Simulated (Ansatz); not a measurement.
```yaml
crystal:
  periodic: [false, false, false]
  atoms:
    - {symbol: Mn, position_ang: [-0.019195, 0.034961, -0.035201]}
    - {symbol: F, position_ang: [1.682325, -0.085663, 0.011491]}
    - {symbol: F, position_ang: [-0.846472, 1.523423, 0.000960]}
    - {symbol: F, position_ang: [-0.816658, -1.472721, 0.022741]}
basis:
  gaussian: {orbitals: def2-TZVP, initial_orbitals: start.molden}
hamiltonian: {xc: pbe}
correlation: {method: rpa}
scf: {omitted_lower_state_checks: [starts]}
```

The file start.molden holds the orbitals of an earlier run on this structure, at another level or in another basis.

```sh
$ ansatz run in.yaml --threads 2 --pin off --events-out ev --progress --plain --max-ram 4352MiB
```

Shortened log:

```
Functional definition: PBE
1043 factors; integrals over basis functions are off by at most 5.6e-4 eV
mean field evaluation 1: about -39461.0470 eV, gradient 1.2e1 eV
mean field evaluation 2: about -39461.3441 eV, gradient 6.8e-1 eV
mean field evaluation 4: about -39461.4713 eV, gradient 3.4e0 eV
mean field evaluation 8: about -39461.5492 eV, gradient 3.5e-1 eV
mean field evaluation 16: about -39461.5516 eV, gradient 4.9e-6 eV
mean field -39461.55159716 eV, -1450.1852731953 hartree, gradient 4.9e-6 eV, S^2 0.000000; 0 other end points of the search recorded, 0 dependent functions left out; unrestricted orbitals would lower it
mean field evaluation 32: about -39408.3541 eV, gradient 3.6e-2 eV
8 core orbitals not correlated: weight in the atoms' cores, before any rotation towards them, 1.000 or more for the frozen orbitals, at most 0.000 for the correlated occupied ones
reference -39401.04403553 eV, -1447.9616613187 hartree; 18, 18 occupied and 112, 112 virtual orbitals, 1043 factors
Error: the energy between an occupied orbital and the lowest state that it is excited into in its spin channel is -0.3399 eV and must be positive: a state without a gap has no random-phase energy
```

Problem. Can the result of this run be used?

Solution. No. The run stopped with an error. The reference has no gap: an occupied orbital lies above an empty one, and the correlation energy can't be formed.
